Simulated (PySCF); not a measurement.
A side-by-side comparison of computed properties.

First species: C6H3ClFN.
Geometry (GFN2-xTB, Å), atoms numbered from 1 in this order:
```xyz
12
C6H3ClFN angstrom
C      2.688    0.677   -0.137
C      1.517    0.809    0.101
C      0.155    0.999    0.405
F     -0.134    2.145    1.037
C     -0.823    0.120    0.094
C     -2.165    0.371    0.451
N     -3.264    0.554    0.721
C     -0.528   -1.174   -0.593
Cl    -0.057   -2.413    0.629
H      3.708    0.548   -0.351
H     -1.409   -1.559   -1.105
H      0.313   -1.078   -1.279
```

Second species: C5H11NP (charge +1).
SMILES: `CC(C)[PH2+]CC#N`

Levels: CAM-B3LYP/def2-SVPD for HOMO energy, LUMO energy, HOMO–LUMO gap, static isotropic polarisability and electronic spatial extent ⟨r²⟩ about the centre of nuclear charge; TDDFT CAM-B3LYP/def2-SVPD for lowest singlet excitation; TDA CAM-B3LYP/def2-SVPD for lowest triplet excitation (Tamm–Dancoff); GFN2-xTB for rotational constant A and rotational constant C. Geometries: GFN2-xTB. Each structure is a single optimised conformer of the isolated species, non-relativistic unless stated; the electronic structure was computed with PySCF and density fitting.

Dipoles, sizes and rotational constants follow the conformer. The torsions of the flexible species, by atom-mapped SMILES:
- `[CH:1]#[C:2]/[C:3]([F:4])=[C:5](/[C:6]#[N:7])[CH2:8][Cl:9]`: C3–C5–C8–Cl9 85°
- `[CH3:1][CH:2]([CH3:3])[PH2+:4][CH2:5][C:6]#[N:7]`: C1–C2–P4–C5 56°, C2–P4–C5–C6 51°

Task: Which of the two has the higher rotational constant A, and by how much?

Result: The second: 3.339 GHz against 1.386 GHz, a difference of 1.953 GHz.

Task: Which has the higher HOMO–LUMO gap?

Result: The second: 11.57 eV against 7.45 eV, a difference of 4.12 eV.

Task: Which of the two has the higher T1 energy, and by how much?

Result: The second: 6.31 eV against 2.84 eV, a difference of 3.47 eV.

Task: Which of the two has the higher HOMO energy, and by how much?

Result: The first: -9.22 eV against -15.45 eV, a difference of 6.23 eV.

Task: Which has the higher ⟨r²⟩?

Result: The first: 1434 bohr² against 1087 bohr², a difference of 347 bohr².

Task: Which of the two has the higher static isotropic polarisability, and by how much?

Result: The first: 92.9 au against 79.3 au, a difference of 13.6 au.

Task: Which of the two has the higher S1 energy, and by how much?

Result: The second: 7.53 eV against 4.96 eV, a difference of 2.57 eV.

Task: Which of the two has the higher LUMO energy, and by how much?

Result: The first: -1.77 eV against -3.88 eV, a difference of 2.11 eV.

On the first: The vertical singlet–triplet gap S1 − T1 is 2.12 eV (TDDFT singlet less Tamm–Dancoff triplet; S1: HOMO→LUMO, weight 0.92; T1: HOMO→LUMO, weight 0.94). No computed singlet falls in the visible range (750 to 380 nm, 1.65 to 3.26 eV); S1 lies 1.70 eV above its blue end.

On the second: The vertical singlet–triplet gap S1 − T1 is 1.22 eV (TDDFT singlet less Tamm–Dancoff triplet; S1: HOMO−1→LUMO+1, weight 0.35, beside HOMO−1→LUMO+2, weight 0.19; T1: HOMO→LUMO+1, weight 0.20, beside HOMO−1→LUMO+4, weight 0.14). S1 lies 4.04 eV below the HOMO–LUMO gap; its leading configuration is HOMO−1→LUMO+1, weight 0.35, beside HOMO−1→LUMO+2, weight 0.19.
